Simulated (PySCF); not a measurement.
Sn(OH)2(PH2)2 (H6O2P2Sn), SMILES [OH][Sn]([OH])([PH2])[PH2].

The structure is a stationary point at B3LYP-D3(BJ)/def2-SVP. The structure was generated by enumeration; whether it is a known compound was not checked. The def2 effective core potentials stand for the cores of Sn; spin–orbit coupling is left out. Other conformers were not sampled.

Calculation: M06-2X/def2-TZVP (PySCF).

Problem. Estimate the frontier levels, gap, dipole moment and polarisability. (Estimate from the structure and the level; the computed values follow.)

Solution. 
The highest occupied level comes out as -8.24 eV, the lowest empty level is -0.64 eV and the orbital gap is 7.60 eV. The dipole moment comes out as 1.57 D, the quadrupole, principal values (traceless, Buckingham form, about the centre of nuclear charge) comes out as -10.15, 2.27, 7.88 D·Å and the mean static polarisability is 105.0 bohr³ (15.57 Å³). The polarisability, principal values is 83.2, 93.3, 138.6 bohr³.
